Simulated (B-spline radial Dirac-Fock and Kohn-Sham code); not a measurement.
**Pr 4f5/2: cross section and angular parameters**

System: neutral praseodymium, [Xe] 4f3 6s2; threshold 6.94 eV (orbital energy of the model). Level of theory: Dirac-Hartree-Slater photoionisation with a Latter tail; cross sections with all multipoles, angular parameters from the dipole term and its interference with E2; a radial atomic solver.

```
hν (eV)    σ (kb)      β      γ      δ
   67.6      1430  0.433  0.006  0.012
   68.5      1430  0.431  0.006  0.012
   71.4      1400  0.426  0.006  0.012
    122       948  0.455  0.010  0.018
    176       583  0.567  0.015  0.023
    198         ?      ?      ?      ?
    200       470  0.617  0.019  0.025
    300       204  0.795  0.038  0.033
    302       201  0.798  0.039  0.034
    344       147  0.854  0.050  0.037
    530      45.3  1.008  0.118  0.053
    646      25.0  1.053  0.168  0.062
    786      13.5  1.079  0.230  0.072
   1080      4.68  1.080  0.351  0.091
   1210      3.15  1.069  0.400  0.099
 1486.9      1.51  1.036  0.492  0.116
   2000     0.506  0.966  0.633  0.148
   2200     0.352  0.940  0.679  0.160
   2230     0.334  0.936  0.686  0.162
   2320     0.287  0.925  0.705  0.167
   2780     0.141  0.872  0.796  0.195
   4000    0.0322  0.762  0.987  0.265
 5414.7   0.00888  0.671  1.139  0.342
   6590   0.00376  0.613  1.226  0.402
   7900   0.00167  0.563  1.298  0.466
 8047.8   0.00154  0.558  1.305  0.473
   8360   0.00130  0.547  1.319  0.487
  11200  0.000339  0.473  1.414  0.612
  12700  0.000189  0.444  1.448  0.673
  15000  8.61e-05  0.408  1.488  0.761
```

Question: Give the values at 198 eV.

Answer: σ = 478 kb, β = 0.613, γ = 0.018, δ = 0.025.

Values without a named source are computed, but for edge energies of neutral atoms, which are taken from tables.
